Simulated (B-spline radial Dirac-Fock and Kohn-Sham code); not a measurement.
# K-line shifts caused by a second vacancy in Sm³⁺

System: Sm³⁺ in the configuration 1s2 2s2 2p6 3s2 3p6 3d10 4s2 4p6 4d10 4f3 5s2 5p6 6s2 (an excited configuration).

Input of the calculation (task.json; shells as n, l, electrons):

```json
{"items": [{
  "Z": 62,
  "q": 3,
  "cfg": [[1, 0, 2], [2, 0, 2], [2, 1, 6], [3, 0, 2], [3, 1, 6], [3, 2, 10], [4, 0, 2], [4, 1, 6], [4, 2, 10], [4, 3, 3], [5, 0, 2], [5, 1, 6], [6, 0, 2]],
  "A": 152,
  "rrms": 5.0819,
  "do": ["binding", "quiet", "double"]
}]}
```

Command: `python xray_run.py task.json out`

Level of theory: Dirac-Fock (average of configuration) total-energy differences with a finite nucleus, the Breit interaction including its frequency dependence, and self-energy and vacuum-polarisation corrections; a radial B-spline solver. Each two-hole energy is an average over J within one jj subconfiguration, not an observable level; in light atoms, where LS coupling holds, the j-resolved values are not observed lines, and for a K spectator the Kα1 hypersatellite is nearly forbidden. Correlation and solid-state effects are left out.

Lines without a spectator: Kα2 (K-L2) 39518.0 eV, Kα1 (K-L3) 40113.4 eV, Kβ3 (K-M2) 45281.2 eV, Kβ1 (K-M3) 45403.9 eV. Shifts in eV with one spectator hole (a dash: not computed, or left out as unreliable):

```
spectator hole     Kα2     Kα1     Kβ3     Kβ1
        K (1s)  +761.8  +800.7  +979.7  +988.5
    L2 (2p1/2)   +90.3  +117.4       –  +236.9
    L3 (2p3/2)   +78.5   +81.9  +195.1       –
    M2 (3p1/2)       –  +16.09   +34.0   +40.7
    M3 (3p3/2)  +10.23       –   +31.9   +31.7
    M4 (3d3/2)   +2.74   -0.58       –       –
    M5 (3d5/2)   -1.61   +1.28       –       –
```
